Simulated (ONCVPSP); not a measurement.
**What the settings do to the ONCV potential of Ge**

Base potential:

- Element: Ge (Z = 32)
- Generator: ONCVPSP 4.0.1
- Type: optimised norm-conserving Vanderbilt (ONCV)
- Functional: LDA (Perdew-Wang 92)
- Relativity: scalar-relativistic
- Frozen core: [Ne]
- Valence charge: 22
- Reference configuration: 3s2 3p6 3d10 4s2 4p2
- Partial waves: 3s+4s: rc 0.90 bohr, ncon 3, nbas 8, qcut 12.3 1/bohr, 2 projectors; 3p+4p: rc 1.20 bohr, ncon 4, nbas 8, qcut 10.5 1/bohr, 3 projectors, debl 3.5 Ha; 3d: rc 1.00 bohr, ncon 3, nbas 8, qcut 12.5 1/bohr, 2 projectors, debl 2.2 Ha
- Local potential: polynomial inside 0.85 bohr (lpopt 5, dvloc0 3 Ha)
- Core correction: Teter function fitted to the true core (icmod 2), fcfact 0.25

All-electron outer shells of the reference configuration (LDA (PZ), scalar-relativistic, ld1.x):

| shell | level (eV) | outermost node (bohr) | outermost maximum (bohr) |
| --- | --- | --- | --- |
| 2s | -1369.45 | 0.06 | 0.18 |
| 2p | -1198.06 | – | 0.14 |
| 3s | -167.73 | 0.26 | 0.54 |
| 3p | -115.38 | 0.23 | 0.54 |
| 3d | -29.55 | – | 0.50 |
| 4s | -11.95 | 0.77 | 1.73 |
| 4p | -4.05 | 0.82 | 2.19 |

Cutoffs, loose and tight: the cutoffs (Ha) at which the residual kinetic energy of the hardest occupied pseudo-wave falls to 1 and 0.1 mHa per electron. They do not see the model core or the augmentation charge, which bear on the density cutoff. Test errors are all-electron minus pseudo excitation energies from the reference, over the configurations 3s2 3p6 3d10 4s2 4p1; 3s2 3p6 3d10 4s2 4p0; 3s2 3p6 3d10 4s1 4p0; 3s2 3p6 3d10 4s0 4p4. A dash means not determined; rows that change the core or the reference have their own tests.

| change | outcome | cutoff, loose | cutoff, tight | bound ghosts | GHOST(+) flags above zero | largest test error (meV) |
| --- | --- | --- | --- | --- | --- | --- |
| base | generated | 76 Ha | 261 Ha | none | none | -3.1 |
| all radii but the core radius scaled by about 0.80 (s 0.72, p 0.96, d 0.80 bohr); local potential polynomial inside 0.68 bohr (lpopt 5, dvloc0 3 Ha) | generated | – | – | none | none | -1.7 |
| all radii but the core radius scaled by about 0.96 (s 0.86, p 1.16, d 0.96 bohr); local potential polynomial inside 0.82 bohr (lpopt 5, dvloc0 3 Ha) | generated | 82 Ha | 311 Ha | none | s | -5.6 |
| all radii but the core radius scaled by about 1.04 (s 0.94, p 1.24, d 1.04 bohr); local potential polynomial inside 0.88 bohr (lpopt 5, dvloc0 3 Ha) | generated | 73 Ha | 175 Ha | none | none | -7.8 |
| all radii but the core radius scaled by about 1.14 (s 1.02, p 1.36, d 1.14 bohr); local potential polynomial inside 0.96 bohr (lpopt 5, dvloc0 3 Ha) | generated | 68 Ha | 75 Ha | none | none | -6.2 |
| all radii but the core radius scaled by about 1.20 (s 1.08, p 1.44, d 1.20 bohr); local potential polynomial inside 1.02 bohr (lpopt 5, dvloc0 3 Ha) | generated | 65 Ha | 72 Ha | none | none | -6.6 |
| all radii but the core radius scaled by about 1.30 (s 1.18, p 1.56, d 1.30 bohr); local potential polynomial inside 1.10 bohr (lpopt 5, dvloc0 3 Ha) | generated | 62 Ha | 68 Ha | none | none | -7.6 |

Problem. What comes out with this change to the base: all radii but the core radius scaled by about 0.87 (s 0.78, p 1.04, d 0.88 bohr); local potential polynomial inside 0.74 bohr (lpopt 5, dvloc0 3 Ha)?

Solution. outcome: generated; cutoff, loose: 294 Ha; cutoff, tight: 539 Ha; bound ghosts: none; GHOST(+) flags above zero: none; largest test error (meV): -3.8.

Reading the sweep of the scale of all radii but the core radius (base = 1) (base included, trends over the rows without a ghost): The loose cutoff falls from 294 Ha at 0.87 to 62 Ha at 1.3. A larger radius leaves more room for a smooth pseudo-wave, so fewer plane waves are needed; a smaller one forces it to follow the all-electron wave where it bends sharply. The median size of the test errors (rows with all tests solved) is not monotonic: lowest 0.4 meV at 0.8, highest 3.5 meV at 1.3.
